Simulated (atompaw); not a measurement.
## What the settings do to the PAW (atompaw) potential of Mn (Z = 25)

Base potential:

| Property | Result |
| --- | --- |
| Element | Mn |
| Generator | atompaw 4.2.0.5 |
| Type | PAW |
| Functional | PBEsol |
| Relativity | scalar-relativistic |
| Frozen core | [Ne] |
| Valence charge | 15 |
| Reference configuration | 3s2 3p6 3d6 4s1 4p0 |
| Partial waves | 3s (bound): rc 1.15 bohr; 4s (bound): rc 1.25 bohr; 3p (bound): rc 1.35 bohr; 4p (bound, empty): rc 1.70 bohr; 3d (bound): rc 1.10 bohr; 3d channel at 1.25 Ry: rc 1.70 bohr |
| Local potential | ultrasoft scheme with l = 3 at 0.5 Ry, radius 1.40 bohr |
| Core correction | smooth core density matched at 1.20 bohr |
| Augmentation charge | besselshape compensation charge, radius 1.45 bohr; PAW radius 1.70 bohr; waves and projectors: modrrkj vanderbiltortho |

Cutoffs, loose and tight: the cutoffs (Ry, on a coarse ladder) from which the occupation-weighted sum of valence levels, in a spherical-Bessel basis at the reference potential, stays within 10 and 1 mRy of its value at 400 Ry. They see the waves, projectors and local potential, not the compensation charge or the core. A dash means not determined.

| change | outcome | cutoff, loose | cutoff, tight | bound ghosts |
| --- | --- | --- | --- | --- |
| base | generated | 80 Ry | 140 Ry | none |
| wave 3d (bound): rc 1.10 bohr becomes 3d (bound): rc 0.88 bohr | generated | 120 Ry | 200 Ry | none |
| wave 3d (bound): rc 1.10 bohr becomes 3d (bound): rc 1.18 bohr | generated | 80 Ry | 120 Ry | none |
| wave 3d (bound): rc 1.10 bohr becomes 3d (bound): rc 1.38 bohr | generated | 70 Ry | 110 Ry | none |
| wave 3d (bound): rc 1.10 bohr becomes 3d (bound): rc 1.54 bohr | generated | 60 Ry | 100 Ry | none |
| wave 3d (bound): rc 1.10 bohr becomes 3d (bound): rc 1.66 bohr | generated | 55 Ry | 90 Ry | none |

(1) What comes out with this change to the base: wave 3d (bound): rc 1.10 bohr becomes 3d (bound): rc 1.04 bohr?

(2) What comes out with this change to the base: wave 3d (bound): rc 1.10 bohr becomes 3d (bound): rc 1.30 bohr?

## Answers

(1) outcome: generated; cutoff, loose: 90 Ry; cutoff, tight: 160 Ry; bound ghosts: none.

(2) outcome: generated; cutoff, loose: 70 Ry; cutoff, tight: 120 Ry; bound ghosts: none.
